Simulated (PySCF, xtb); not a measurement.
CH4STe. Atoms are numbered in the order given.

```xyz
7

Te     0.0658     0.3594     0.4353
C      1.8931     0.2150    -0.7427
H      2.6091     0.9316    -0.3140
H      1.6655     0.4828    -1.7813
H      2.2926    -0.8042    -0.6784
S     -1.2753    -1.1432    -0.9433
H     -0.9426    -2.2949    -0.3105
```
Charge 0, spin multiplicity 1.

Geometry: B3LYP-D3(BJ)/def2-SVP. The def2 effective core potentials stand for the cores of Te; spin–orbit coupling is left out. One conformer was computed; it need not be the lowest.

Method: C-PCM-M06-2X/def2-SVP in PySCF.

The values are the electrostatic part of the solvation free energy, E(continuum) − E(gas) at the gas-phase geometry, in a cavity of scaled van der Waals radii (PySCF's table); cavitation and dispersion terms are not included. In vacuum the orbital gap is 6.65 eV. The dipole moment in vacuum is 1.84 D.

Computed values in water (ε = 78.36), ethylethanoate (ε = 5.99), n-hexane (ε = 1.88):
| solvent | ε | ΔG(elec) (kcal/mol) | dipole (D) | gap (eV) |
|---|---|---|---|---|
| water | 78.36 | -3.6 | 2.55 | 6.74 |
| ethylethanoate | 5.99 | -2.9 | 2.40 | 6.73 |
| n-hexane | 1.88 | -1.6 | 2.12 | 6.69 |

For comparison, GFN2-xTB/ALPB(water) (xtb, at the GFN2-xTB geometry, all terms of that model) gives -1.7 kcal/mol.
